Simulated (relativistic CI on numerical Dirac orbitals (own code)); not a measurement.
Radial parameters of F VIII

Calculated at this level of theory: Dirac-Coulomb-Breit CI, separate exchange-only KLI orbitals for each configuration, model QED, unscaled Slater integrals (own radial code, finite nucleus).

Slater integrals F^k, G^k are unscaled and averaged over j, outside the closed core (none); ζ comes from projecting the Hamiltonian with its Breit term on Σ l·s of the shell.

- 1s.2s: G^0(1s,2s) = 37025 cm⁻¹; <r>(1s) = 0.1678, <r^2>(1s) = 0.03769, <r>(2s) = 0.7165, <r^2>(2s) = 0.5984 (bohr units).
- 1s.2p: G^1(1s,2p) = 81094, ζ(2p) = 1044.9 cm⁻¹; <r>(1s) = 0.1678, <r^2>(1s) = 0.0377, <r>(2p) = 0.613, <r^2>(2p) = 0.4526 (bohr units).
- 1s.3s: G^0(1s,3s) = 9759.4 cm⁻¹; <r>(1s) = 0.1671, <r^2>(1s) = 0.03733, <r>(3s) = 1.635, <r^2>(3s) = 3.039 (bohr units).

Averages of the first 10 configurations, taken without configuration mixing, which lowers the lowest level and can move excited configurations by several eV; other configurations of the list can lie among them:

```tsv
Configuration	Parity	States	Average energy above the lowest level (eV)
1s2	even	1	0.0
1s.2s	even	4	724.0
1s.2p	odd	12	732.1
1s.3s	even	4	852.8
1s.3p	odd	12	855.0
1s.3d	even	20	855.8
1s.4s	even	4	896.9
1s.4p	odd	12	897.9
1s.4d	even	20	898.2
1s.4f	odd	28	898.2
```
